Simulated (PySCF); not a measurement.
## Spinor energies of Pd (palladium, neutral)

Start: [Kr] 4d9 5p1; 4d3/2 filled at m_j = -3/2, -1/2, +1/2, +3/2; 4d5/2 filled at m_j = -3/2, -1/2, +1/2, +3/2, +5/2; 5p3/2 filled at m_j = +3/2. Calculated with PySCF 2.14 in x2c-TZVPall-2c (8s9p7d1f, 77 functions): generalised Hartree-Fock with the X2C-1e Hamiltonian and a Gaussian nucleus; one run each with spin-orbit coupling (SO) switched off, then screened by Boettger's factors. This is a chosen level, not necessarily the ground level.

| spinor shell | electrons | ε, spin-free (eV) | ε, screened SO (eV) | weight of nominal j (screened SO) | rms radius, screened SO (bohr) |
| --- | --- | --- | --- | --- | --- |
| 1s1/2 | 2 | -24481.0 | -24479.3 | 1.000 | 0.0365 |
| 2s1/2 | 2 | -3662.9 | -3662.4 | 1.000 | 0.150 |
| 2p1/2 | 2 | -3277.6 | -3388.0 | 1.000 | 0.130 |
| 2p3/2 | 4 | -3277.6 | -3226.6 | 1.000 | 0.135 |
| 3s1/2 | 2 | -700.88 | -700.76 | 1.000 | 0.403 |
| 3p1/2 | 2 | -571.04 | -590.99 | 1.000 | 0.399 |
| 3p3/2 | 4 | -571.04 | -561.77 | 1.000 | 0.410 |
| 3d3/2 | 4 | -365.20 | -368.71 | 0.999 | 0.387 |
| 3d5/2 | 6 | -365.20 | -362.75 | 0.999 | 0.390 |
| 4s1/2 | 2 | -110.53 | -110.53 | 1.000 | 1.02 |
| 4p1/2 | 2 | -71.147 | -75.081 | 0.986 | 1.10 |
| 4p3/2 | 4 | -71.147 | -69.321 | 0.993 | 1.13 |
| 4d3/2 | 4 | -14.722 | -15.297 | 0.905 | 1.58 |
| 4d5/2 | 5 | -14.722 | -14.339 | 0.923 | 1.62 |
| 5p3/2 | 1 | -3.366 | -3.339 | 1.000 | 5.36 |

| quantity | spin-free | screened SO |
| --- | --- | --- |
| E (hartree) | -5042.21068 | -5043.07117 |
| M_J | 4 | 4 |
| ⟨J²⟩ | 20.076 | 20.086 |
| ⟨L²⟩ | 12.059 | 12.074 |
| ⟨S²⟩ | 2.018 | 2.032 |

Each row is a mean over spinors that exchange with the open shell spreads, by up to 4.947 eV (4p3/2).

⟨J²⟩ departs a little from M_J(M_J + 1) because the unrestricted spinors polarise the closed shells.

Breit and QED terms are absent; they matter most for the inner s and p1/2 levels.

Densities and radii are taken from the X2C orbitals without a picture-change correction, which distorts them close to the nucleus.

Without spin-orbit coupling the j labels of p, d and f shells carry no meaning; the spin-free column gives the mean over the occupied spinors of each nl shell.
